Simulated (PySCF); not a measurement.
Simulated absorption spectrum

Compound: C5H6O2.
SMILES: `CO[C@H]1C=CC1=O`

Method used: TDDFT wB97X-D/def2-SVPD, vertical, gas phase, core orbitals frozen in the response in PySCF. Geometry: GFN2-xTB, one conformer, isolated molecule. Torsions of this conformer, `[CH3:1][O:2][C@H:3]1[CH:4]=[CH:5][C:6]1=[O:7]`: C1–O2–C3–C4 -173°.

Each state is given a Gaussian of 0.3 eV full width at half maximum, with ε(max) = 2.175×10⁸ f / Δν̃ (Δν̃ the width in cm⁻¹). The width is an assumption, not a result. The curve ends short of the highest state used, and states not computed would add to its high-energy end.

E (eV), ε (L mol⁻¹ cm⁻¹) and a bar:
```
     3.27          0 
     3.41          4 
     3.55         31 
     3.69         76 
     3.83         55 
     3.97         12 
     4.10          1 
     4.24          0 
     4.38          0 
     4.52          0 
     4.66          0 
     4.80          0 
     4.94          0 
     5.07          0 
     5.21          0 
     5.35          0 
     5.49          4 
     5.63         59 
     5.77        251 #
     5.91        399 #
     6.04        831 ##
     6.18       2638 #######
     6.32       6830 #################
     6.46      11985 ##############################
     6.60       7899 ####################
     6.74       2808 #######
     6.88       3288 ########
     7.01       2717 #######
     7.15       2022 #####
     7.29       3550 #########
```

(1) Where are the band maxima, and which computed states make them?

(2) Coming from long wavelengths, where does ε first pass 100 L mol⁻¹ cm⁻¹?

(3) On this curve, what absorbance would a 10⁻⁴ mol/L sample give at 193 nm over a 1 cm path?

(4) Does any computed singlet lie in the visible range?

Answers

(1) 333 nm (3.72 eV), ε about 78, made up of S1 (100%); 191 nm (6.48 eV), ε about 12000, made up of S4 (97%); 179 nm (6.91 eV), ε about 3400, made up of S5 (98%) (ε in L mol⁻¹ cm⁻¹; maxima over ε = 5, shares over 10%). At its high-energy end, 7.29 eV, the curve is still rising (ε about 3600, from S6). The states used: S1 3.72 eV (f 0.0009); S2 5.87 eV (f 0.0037); S3 6.23 eV (f 0.023); S4 6.48 eV (f 0.131); S5 6.92 eV (f 0.037); S6 7.33 eV (f 0.041); S7 7.85 eV (f 0.0074); S8 7.89 eV (f 0.0056).

(2) At about 219 nm (5.67 eV), 1.95 eV above S1.

(3) 193 nm is 6.424 eV, where ε is about 11000 L mol⁻¹ cm⁻¹, so A = ε c l ≈ 1.1 (Beer–Lambert, with the gas-phase spectrum and the assumed width).

(4) No computed singlet lies in the visible range (380 to 750 nm); the lowest, at 333 nm, stands 0.46 eV above its violet end (3.26 eV).

The run took 20 s on one thread of an x86-64 server, no GPU, shared host.
